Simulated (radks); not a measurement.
The nuclear charge of the calcium ion Ca2+ is varied continuously with 18 electrons held in [Ar]. Method: scalar-relativistic Kohn-Sham, PBE, spin-polarised, spherical densities, point nucleus; computed with a radial shooting solver on a logarithmic mesh with Libxc functionals. By the Hellmann-Feynman theorem dE/dZ = E(electron-nucleus)/Z, the electronic potential at the nucleus. The scalar-relativistic energy here is not variational (the density holds large components alone), so the two differ by a part that grows with Z.

| Z | E (hartree) | E(electron-nucleus)/Z (hartree) | HOMO | e(HOMO) (eV) | <r> HOMO (bohr) |
|---|---|---|---|---|---|
| 19 | -601.92825 | -75.1843 | 3p | -24.884 | 1.426 |
| 19.2 | -617.07198 | -76.1892 | 3p | -28.243 | 1.389 |
| 19.4 | -632.41694 | -77.1939 | 3p | -31.741 | 1.353 |
| 19.6 | -647.96308 | -78.1985 | 3p | -35.378 | 1.319 |
| 19.8 | -663.71041 | -79.2030 | 3p | -39.151 | 1.288 |
| 20 | -679.65892 | -80.2075 | 3p | -43.060 | 1.258 |
| 20.2 | -695.80862 | -81.2121 | 3p | -47.103 | 1.230 |
| 20.4 | -712.15953 | -82.2167 | 3p | -51.280 | 1.203 |
| 20.6 | -728.71167 | -83.2214 | 3p | -55.589 | 1.177 |
| 20.8 | -745.46508 | -84.2263 | 3p | -60.030 | 1.153 |
| 21 | -762.41979 | -85.2313 | 3p | -64.602 | 1.129 |

The central difference of E at Z = 20 is -80.246 hartree, to compare with the third column; the second derivative is -5.03 hartree.
